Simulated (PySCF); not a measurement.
**Optical rotation: `C[C@@H](F)O[C@@H]1CO1`, C₄H₇FO₂**

Molfile (atoms numbered from 1):
```
C4H7FO2
     RDKit          3D

 14 14  0  0  0  0  0  0  0  0999 V2000
   -2.2457    0.5122   -0.2542 C   0  0  0  0  0  0  0  0  0  0  0  0
   -0.8761    0.0403   -0.7029 C   0  0  1  0  0  0  0  0  0  0  0  0
   -0.4023    0.8855   -1.6825 F   0  0  0  0  0  0  0  0  0  0  0  0
   -0.0159    0.0480    0.3837 O   0  0  0  0  0  0  0  0  0  0  0  0
    1.2110   -0.5618    0.1875 C   0  0  2  0  0  0  0  0  0  0  0  0
    2.3139   -0.1787    1.0635 C   0  0  0  0  0  0  0  0  0  0  0  0
    2.2657    0.1909   -0.2901 O   0  0  0  0  0  0  0  0  0  0  0  0
   -2.1491    1.4969    0.1939 H   0  0  0  0  0  0  0  0  0  0  0  0
   -2.9101    0.5654   -1.1117 H   0  0  0  0  0  0  0  0  0  0  0  0
   -2.6429   -0.1801    0.4809 H   0  0  0  0  0  0  0  0  0  0  0  0
   -0.9091   -0.9584   -1.1773 H   0  0  0  0  0  0  0  0  0  0  0  0
    1.1391   -1.5772   -0.2084 H   0  0  0  0  0  0  0  0  0  0  0  0
    2.1497    0.6243    1.7702 H   0  0  0  0  0  0  0  0  0  0  0  0
    3.0711   -0.9077    1.3252 H   0  0  0  0  0  0  0  0  0  0  0  0
  1  2  1  0
  2  3  1  0
  2  4  1  0
  4  5  1  0
  5  6  1  0
  6  7  1  0
  7  5  1  0
  1  8  1  0
  1  9  1  0
  1 10  1  0
  2 11  1  6
  5 12  1  6
  6 13  1  0
  6 14  1  0
M  END
```

Level of theory: TDDFT CAM-B3LYP/def2-SVPD circular dichroism and optical rotation, one conformer, gas phase (PySCF). Geometry: GFN2-xTB.

The molecule is flexible and this is one conformer; a measurement averages over conformers.

Stereocentres: C2 R, C5 R.

Problem. Give the optical rotatory dispersion at 633, 589.3, 546, 436, 405, 365, 355 nm.

Solution. [α] in deg dm⁻¹ (g/mL)⁻¹:
| λ (nm) | origin-invariant length gauge | modified velocity gauge | length gauge (centre of mass) | isotropic polarisability (au) |
| --- | --- | --- | --- | --- |
| 633 | +20.2 | +15.5 | +20.5 | 57.6 |
| 589.3 | +23.2 | +17.8 | +23.6 | 57.8 |
| 546 | +26.8 | +20.6 | +27.3 | 58.0 |
| 436 | +40.8 | +31.2 | +41.6 | 58.8 |
| 405 | +46.4 | +35.4 | +47.4 | 59.1 |
| 365 | +55.2 | +42.0 | +56.5 | 59.7 |
| 355 | +57.6 | +43.7 | +59.0 | 59.9 |

Problem. And for the mirror image at 589.3 nm?

Solution. -23.2 deg dm⁻¹ (g/mL)⁻¹ (origin-invariant length gauge): the same size and the opposite sign.

Problem. What is the molar rotation [Φ] = [α]·M/100 of the geometry above at 589.3 nm?

Solution. With M = 106.10 g/mol, +24.6 deg cm² dmol⁻¹ (origin-invariant length gauge).

The first excitation lies at 8.24 eV (150 nm) with R = -13.9 × 10⁻⁴⁰ esu² cm² (velocity form).
